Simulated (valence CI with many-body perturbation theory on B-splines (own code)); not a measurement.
# Tm18+: fill in the table

Level of theory: relativistic CI+MBPT: five valence electrons over a frozen Dirac-Fock core [Kr] 4d10, radial functions for each j: 7 s, 7 p, 7 d, 7 f, 4 g, 2 h, with the one-electron correlation potential Σ1 (screened to all orders), the two-electron term Σ2, the three-electron term Σ3, Breit, model QED; selected single and double excitations, second order for the rest, scaled by the run's own slope (own B-spline code, finite nucleus).

No measured spectrum was set against this ion. As an estimate, terms of the open shell hold to a few per cent of their energy, and close levels can change places. Among the levels kept, up to 1100 cm⁻¹ of a level comes from second order outside the variational space, and about a tenth of that is noise between levels of different J, which matters for small intervals.

| Level | E (cm⁻¹) |
| --- | --- |
| 4f⁵ ⁶H°_5/2 | 0.0 |
| 4f⁵ ⁶H°_7/2 | 4411 |
| 4f⁵ ⁶H°_9/2 | ? |
| 4f⁵ ⁶H°_11/2 | 13485 |
| 4f⁵ ⁶F°_1/2 | ? |
| 4f⁵ ⁶F°_3/2 | 15648 |
| 4f⁵ ⁶F°_5/2 | 16644 |
| 4f⁵ ⁶H°_13/2 | 17782 |
| 4f⁵ ⁶F°_7/2 | ? |
| 4f⁵ ⁶H°_15/2 | 21711 |
| 4f⁵ ⁶F°_9/2 | 24769 |
| 4f⁵ ⁶F°_11/2 | 29518 |
| 4f⁵ ⁴G°_5/2 [a] | 34122 |
| 4f⁵ ⁴F°_3/2 [a] | 38250 |
| 4f⁵ ⁴M°_15/2 [a] | 38454 |
| 4f⁵ ⁴I°_9/2 [a] | ? |
| 4f⁵ ⁴G°_7/2 [a] | ? |
| 4f⁵ ⁴I°_11/2 [a] | ? |
| 4f⁵ ⁴L°_13/2 [a] | 42963 |
| 4f⁵ ⁴M°_17/2 | 45902 |

Names give the largest LS component (configuration and term), which can be under half, so a name can repeat, a term be missing and a line seem to break the LS rules; names also repeat where a configuration has a term twice. Letters in brackets count levels of one name in rising energy.

Problem. The levels stand in rising order. What does the calculation give for the missing energies?

Solution. 4f⁵ ⁶H°_9/2 8991; 4f⁵ ⁶F°_1/2 15415; 4f⁵ ⁶F°_7/2 20260; 4f⁵ ⁴I°_9/2 [a] 42206; 4f⁵ ⁴G°_7/2 [a] 42318; 4f⁵ ⁴I°_11/2 [a] 42908.
